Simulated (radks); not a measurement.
Problem. The mean radii <r> (bohr) of the occupied orbitals of an atom or ion are listed with their occupations. Calculated with a radial shooting solver on a logarithmic mesh with Libxc functionals: scalar-relativistic Kohn-Sham, BLYP, spin-polarised, spherical densities, finite nucleus; Fermi nuclear charge, rms radius of each element as measured or else 0.836 A^(1/3) + 0.57 fm.

| orbital | occ. | <r> |
|---|---|---|
| 1s down | 1 | 0.05619 |
| 1s up | 1 | 0.05619 |
| 2s up | 1 | 0.2556 |
| 2s down | 1 | 0.2554 |
| 2p up | 3 | 0.2251 |
| 2p down | 3 | 0.2248 |
| 3s up | 1 | 0.7734 |
| 3s down | 1 | 0.7758 |
| 3p up | 3 | 0.8147 |
| 3p down | 3 | 0.8190 |
| 3d up | 5 | 1.010 |
| 3d down | 2 | 1.049 |

Name the element and its charge. Open shells, if any, are filled with parallel spins first.

Solution. Z = 27, cobalt, charge +2: Co2+ in [Ar] 3d7. The 1s radius gives Z: for a bare nucleus <r> = (2 gamma + 1)/(2Z) with gamma = sqrt(1 - (Z/c)^2), 0.05483 bohr for Z = 27, and screening makes it slightly larger (0.05619 here). The occupations add up to 25, and the charge is Z minus that.
